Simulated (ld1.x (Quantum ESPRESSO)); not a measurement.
How hard is this titanium RRKJ potential?

```json
{
  "Element": "titanium (Ti)",
  "Generator": "ld1.x (Quantum ESPRESSO) 7.5",
  "Type": "norm-conserving RRKJ (Kleinman–Bylander form)",
  "Functional": "PBE",
  "Relativity": "non-relativistic",
  "Frozen core": "[Ne]",
  "Valence charge": "12",
  "Reference configuration": "3s2 3p6 3d2 4s2 4p0",
  "Partial waves": "3s (bound): rc 1.45 bohr; 3p (bound): rc 1.70 bohr; 3d (bound): rc 2.20 bohr",
  "Local potential": "the d channel",
  "Core correction": "Bessel-smoothed model core, default radius (core density twice the valence density)"
}
```

Occupied shells without a wave of their own: 4s. They enter only through the test configuration that unscreens the potential, and ld1.x also counts them in the model core charge.

The pseudo-atom Hamiltonian at the reference potential is diagonalised in spherical Bessel functions j_l(qr) that vanish at 20 bohr, with q² up to the cutoff. All-electron valence levels (Ry): 3s -4.5426, 4s -0.3251, 3p -2.8506, 4p -0.1088, 3d -0.3246.

Task: How do the lowest levels (Ry) of each channel move with the cutoff, and are there ghosts?

Result:

```csv
cutoff (Ry),s #1,s #2,p #1,p #2,d #1,f #1,f #2,Σ f·Δε (mRy)
8,-4.3735,-0.2896,-1.6548,-0.0551,0.0358,0.1037,0.2204,8305.7
12,-4.4357,-0.3073,-2.2629,-0.0753,0.0312,0.1037,0.2204,4488.3
18,-4.4429,-0.3190,-2.6762,-0.0883,-0.0102,0.1037,0.2204,1887.7
25,-4.4736,-0.3238,-2.8163,-0.0945,-0.1429,0.1037,0.2203,711.1
40,-4.5362,-0.3254,-2.8501,-0.0979,-0.3153,0.1037,0.2203,34.7
50,-4.5420,-0.3255,-2.8506,-0.0981,-0.3240,0.1037,0.2203,2.5
60,-4.5423,-0.3256,-2.8506,-0.0981,-0.3244,0.1037,0.2203,0.9
80,-4.5425,-0.3256,-2.8506,-0.0981,-0.3245,0.1037,0.2203,0.5
400,-4.5426,-0.3256,-2.8506,-0.0981,-0.3246,0.1037,0.2203,0.0
```

Result: no extra level below or beside the all-electron valence levels (s, p, d, f tested); 10 mRy is reached at 50 Ry and 1 mRy at 60 Ry.

ld1.x takes every shell without a wave as core, so the model core holds the 4s electrons as well and exchange and correlation see them twice. This cancels in the reference configuration, but the file is broken for other ones, and its errors say nothing about a proper core correction. Its largest configuration-test error is -1531 meV.
